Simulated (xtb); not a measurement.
FGe (SMILES [F][Ge]), doublet, from a rough starting geometry; GFN2-xTB in xtb.

xtb was given this input:
```
$ xtb mol.xyz --gfn 2 --uhf 1 --opt vtight --json

# file mol.xyz
2

Ge     0.07129559    -0.01609630    -0.91426599
F     -0.01566902     0.04433405     0.87058970
```

It wrote (shortened):

```
   ID    Z sym.   atoms
    1   32 Ge     1
    2    9 F      2

           -------------------------------------------------
          |                Calculation Setup                |
           -------------------------------------------------

           -------------------------------------------------
          |                 G F N 2 - x T B                 |
           -------------------------------------------------

          ...................................................
          :                      SETUP                      :
          :.................................................:
          :  # basis functions                  14          :
          :  # atomic orbitals                  13          :
          :  # shells                            5          :
          :  # electrons                        11          :
          :  max. iterations                   250          :
          :  Hamiltonian                  GFN2-xTB          :
          :  restarted?                      false          :
          :  GBSA solvation                  false          :
          :  PC potential                    false          :
          :  electronic temp.          300.0000000     K    :
          :  accuracy                    1.0000000          :
          :  -> integral cutoff          0.2500000E+02      :
          :  -> integral neglect         0.1000000E-07      :
          :  -> SCF convergence          0.1000000E-05 Eh   :
          :  -> wf. convergence          0.1000000E-03 e    :
          :  Broyden damping             0.4000000          :
          :  net charge                          0          :
          :  unpaired electrons                  1          :
          ...................................................

 iter      E             dE          RMSdq      gap      omega  full diag
   1     -6.4927916 -0.649279E+01  0.281E+01    0.00       0.0  T
   2     -6.6456768 -0.152885E+00  0.126E+01    0.00       1.0  T
   3     -6.6749878 -0.293110E-01  0.469E+00    0.00       1.0  T
   4     -6.6568890  0.180988E-01  0.102E+01    0.00       1.0  T
   5     -6.6766309 -0.197419E-01  0.115E+00    0.00       1.0  T
   6     -6.6768494 -0.218402E-03  0.555E-01    0.00       1.0  T
   7     -6.6769458 -0.964599E-04  0.888E-02    0.00       1.0  T
   8     -6.6769491 -0.329265E-05  0.216E-02    0.00       3.3  T
   9     -6.6769496 -0.471785E-06  0.291E-03    0.00      24.3  T
[...]
         :: total energy              -6.674947532454 Eh    ::
 * total energy  :    -6.6749475 Eh     change       -0.2398082E-12 Eh
 * total energy  :    -6.6751270 Eh     change       -0.1794826E-03 Eh
 * total energy  :    -6.6752974 Eh     change       -0.1704346E-03 Eh
 * total energy  :    -6.6752982 Eh     change       -0.7140726E-06 Eh
 * total energy  :    -6.6752983 Eh     change       -0.1576163E-06 Eh
 * total energy  :    -6.6752983 Eh     change       -0.1998401E-11 Eh
   *** GEOMETRY OPTIMIZATION CONVERGED AFTER 6 ITERATIONS ***
         :: total energy              -6.675298321351 Eh    ::
[...]
         7        0.5000           -0.2704491              -7.3593 (LUMO)
         8                         -0.1641426              -4.4665
         9                         -0.0453187              -1.2332
        10                         -0.0453187              -1.2332
        11                          0.0122870               0.3343
        12                          0.0122870               0.3343
        13                          0.4698024              12.7840
      -------------------------------------------------------------
                  HL-Gap            0.0000000 Eh            0.0000 eV
             Fermi-level           -0.3187447 Eh           -8.6735 eV

     #   Z          covCN         q      C6AA      α(0)
     1  32 Ge       0.709     0.310   282.969    36.013
     2   9 F        0.709    -0.310    12.447     4.166

 Mol. C6AA /au·bohr⁶  :        397.809765
 Mol. C8AA /au·bohr⁸  :      30340.052521
 Mol. α(0) /au        :         40.178802

Wiberg/Mayer (AO) data.
largest (>0.10) Wiberg bond orders for each atom

 ---------------------------------------------------------------------------
     #   Z sym  total        # sym  WBO       # sym  WBO       # sym  WBO
 ---------------------------------------------------------------------------
     1  32 Ge   1.180 --     2 F    1.180
     2   9 F    1.180 --     1 Ge   1.180
 ---------------------------------------------------------------------------

Topologies differ in total number of bonds
Writing topology from bond orders to xtbtopo.mol

molecular dipole:
                 x           y           z       tot (Debye)
 q only:        0.052      -0.036      -1.069
   full:        0.060      -0.042      -1.227       3.124
molecular quadrupole (traceless):
                xx          xy          yy          xz          yz          zz
 q only:       -0.038      -0.001      -0.049      -0.088      -0.041       0.086
  q+dip:       -0.115      -0.001      -0.128      -0.111      -0.039       0.243
   full:        0.588       0.002       0.577      -0.008      -0.111      -1.165

optimized geometry written to: xtbopt.xyz

           -------------------------------------------------
          | TOTAL ENERGY               -6.675298321351 Eh   |
          | GRADIENT NORM               0.000000002029 Eh/α |
          | HOMO-LUMO GAP               0.000000000000 eV   |
           -------------------------------------------------
```
